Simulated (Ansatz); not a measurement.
Consider the redistribution: `FB(S)S` + `CO[Si]Br` → `COB(F)S` + `S[Si]Br`.

Program: Ansatz. Geometries: PBE0-D4/def2-TZVP. ΔE: electronic, gas phase. CCSD(T)/CBS is the MP2 limit (def2-TZVPP, def2-QZVPP) plus CCSD(T) − MP2 in def2-TZVPP, frozen cores. This one scheme is used for every species. DFT in def2-TZVPP. For Br outer-core shells are correlated without core-valence functions, which leaves a few kJ/mol of doubt a bond. Scalar relativity is left out up to krypton. Each species was taken in one conformer, which may not be the lowest.

| species | PBE-D4 energy (Eh) |
| --- | --- |
| `FB(S)S` | -922.00409 |
| `CO[Si]Br` | -2978.23483 |
| `COB(F)S` | -638.43205 |
| `S[Si]Br` | -3261.81615 |

Work out ΔE.

ΔE = (-638.43205) + (-3261.81615) − (-922.00409) − (-2978.23483) = -0.00928 Eh = -24.4 kJ/mol. CCSD(T)/CBS gives -25.4 kJ/mol.

Largest T1 diagnostic among the species: 0.013.

From PBE to PBE0 (25 % exact exchange), in def2-TZVPP and without D4, ΔE moves by −3.3 kJ/mol. In def2-TZVPP, CCSD(T) changes the Hartree–Fock value by +7.4 kJ/mol (the triples alone add +0.9 kJ/mol) and MP2 by +10.6 kJ/mol.
